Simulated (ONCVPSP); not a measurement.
**Potentials for tungsten compared**

Generated with ld1.x 7.5 (TM, RRKJ, ultrasoft, PAW), atompaw 4.2 or ONCVPSP 4.0.1. The cutoff is in Ry: for ld1.x and atompaw files where the sum of valence levels is converged to 10 mRy in a Bessel basis, for ONCV files where the hardest occupied wave has 1 mHa per electron of residual kinetic energy. The error is the largest all-electron minus pseudo excitation energy over each file’s own four to seven test configurations (ionisations up to +4, promotions, holes and added fractions of an electron), all of which were solved. The labels leave out finer settings (local radius, basis sizes, second energies), which also bear on the numbers. Spin-polarised tests are not counted. The rows are a selection from randomly drawn settings: files with unsolved tests, undetermined cutoffs or missed reference levels are left out.

A true bound ghost makes a file unfit for plane-wave use even where its test errors are small: the radial tests pick states by their node count and pass the ghost by.

```tsv
potential	cutoff (Ry)	largest error (meV)	bound ghosts
ONCV, PBEsol, scalar-relativistic, rc 1.80/1.65/2.50 (spd), local smoothed, core correction yes, reference 5s2 5p6 5d4 6s2, qcut 8.7/7.1/7.4, projectors 2/1/3	44	-28	none
ONCV, PBE, scalar-relativistic, rc 1.85/1.40/2.05 (spd), local smoothed, core correction yes, reference 5s2 5p6 5d4 6s1, qcut 6.4/6.8/7.6, projectors 2/2/2	43	-24	none
ONCV, PBE, scalar-relativistic, rc 1.15/1.20/2.75/1.05 (spdf), local f, core correction yes, reference 4f14 5s2 5p6 5d4, qcut 4.7/6.2/5.3/14.5, projectors 2/2/1/0	484	+26	s, p
ONCV, PBE, scalar-relativistic, rc 1.80/1.50/1.80/0.60 (spdf), local smoothed, core correction yes, reference 4f14 5s2 5p6 5d4, qcut 6.5/7.7/6.2/29.9, projectors 2/2/3/2	721	+6.1	s, p
```

Fill in the row for W: ONCV, LDA (Perdew-Zunger), scalar-relativistic, rc 1.40/2.05/1.80 (spd), local smoothed, core correction yes, reference 5s2 5p6 5d4 6s2, qcut 6.9/7.1/5, projectors 2/2/3.

cutoff 117 Ry, largest error -14 meV, bound ghosts: none.

Fill in the row for W: ONCV, PBE, scalar-relativistic, rc 1.55/1.40/2.10/0.75 (spdf), local smoothed, core correction yes, reference 4f14 5s2 5p6 5d4 6s1, qcut 7.8/6.2/7.1/26.8, projectors 2/3/3/3.

cutoff 539 Ry, largest error -280 meV, bound ghosts: s.

Fill in the row for W: ONCV, PBE, scalar-relativistic, rc 1.65/1.60/1.80 (spd), local smoothed, core correction no, reference 5s2 5p6 5d4, qcut 8.5/10.1/4.6, projectors 2/3/2.

cutoff 60 Ry, largest error +28 meV, bound ghosts: none.
